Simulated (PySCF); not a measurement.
## InI from Hartree–Fock to correlated methods

State: ¹Σ⁺ (singlet), closed shell. Set-up: PySCF, scalar-relativistic core potentials, basis sets In cc-pVDZ-PP with ECP28, I cc-pVDZ-PP with ECP28. De refers to In + I in their high-spin ground configurations, without counterpoise correction. A positive dipole means In(−)I(+).

```
      Level  Re (Å)  ωe (cm⁻¹)  De (eV)  μ (D)  CPU s a point (SCF and correlation, without the integrals)
        RHF   2.835        167     2.59  -4.20                                                       0.051
    RHF-MP2   2.799        179     3.45    n/a                                                       0.087
RHF-SCS-MP2   2.811        175     3.33    n/a                                                         n/a
   RHF-CCSD   2.810        176     3.25    n/a                                                         n/a
RHF-CCSD(T)   2.809        176     3.32    n/a                                                         1.4
        PBE   2.816        170     3.74  -3.40                                                        0.59
       TPSS   2.815        170     3.73  -3.55                                                        0.87
     r²SCAN   2.793        176     3.69  -3.45                                                        0.83
      B3LYP   2.825        169     3.54  -3.67                                                        0.64
       PBE0   2.796        175     3.64  -3.62                                                        0.99
      B97-3   2.824        169     3.57  -3.89                                                        0.49
      HSE06   2.799        174     3.67  -3.57                                                           1
```

The bond length runs from 2.793 Å (r²SCAN) to 2.835 Å (RHF). De spans 2.59 eV (RHF, mean field) to 3.74 eV (PBE, GGA). Correlation at CCSD(T) changes the Hartree–Fock bond energy by +0.73 eV; the triples alone change it by +0.07 eV.

Correlated steps freeze 8 core orbitals. Correlated levels converge slowly with the basis: in double zeta they bind strong bonds too weakly, by up to about 1 eV, and carry superposition errors of some tenths. These are scalar-relativistic numbers at best; spin–orbit coupling would shift them, the dissociation energy most. Where the molecule has an RHF reference, its open-shell atoms are computed with UHF.

The whole job (state search and all levels along the bond) took about 1.6 min on 1 thread of Arm Neoverse V1 (shared host), peak memory 0.49 GiB.
